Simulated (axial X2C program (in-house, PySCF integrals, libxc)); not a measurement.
# Worked dissociation energy of CuPb: PBE0, scalar-relativistic

All values were computed with an axial X2C code built on PySCF integrals. Spin-free means the one-electron spin-free X2C Hamiltonian. Basis: Pb dyall-cv3z [12s14p10d7f1g], Cu dyall-cv3z [9s9p6d3f2g] (cores contracted in-house); Gaussian nuclei, density fitting, unrestricted open shells. Masses: Pb 207.977 u, Cu 62.930 u.

Molecular state: M_S = 1/2, Λ = 1 (beyond evenly filled blocks: π+α).

```
E(Pb) (2M_S = 2, M_L = 0) : -20885.978335 hartree
E(Cu) (2M_S = 1, M_L = 0) : -1654.570782 hartree
E(CuPb) at Re             : -22540.616754 hartree
ωe                        : 189.8 cm⁻¹
```

Q: Work out De and D0.

A: De = -20885.978335 + (-1654.570782) − (-22540.616754) = 0.06764 hartree = 1.840 eV. The zero-point energy is ωe/2 = 95 cm⁻¹ = 0.012 eV, so D0 = 1.829 eV.

One determinant describes the state; a PBE0 search over occupations chose it and may have missed a lower one. Dissociation energies refer to the lowest single-determinant-based atoms at the same level and basis. Without a current term, density functionals place determinants with orbital angular momentum somewhat too high. Spin–orbit coupling changes these values markedly for this molecule (Re by over 0.02 Å or De by over 0.25 eV), so the spin-free numbers are a model. Spin-free De lacks the spin–orbit lowering of the heavy p-block atom, a tenth of an eV or more for 4p and 5p, up to an eV for 6p and one to two eV for 7p atoms, less what an open-shell molecule gains itself.

Each atomic determinant is the lowest at this level and need not be a pure term. Totals compare only within one Hamiltonian and basis.
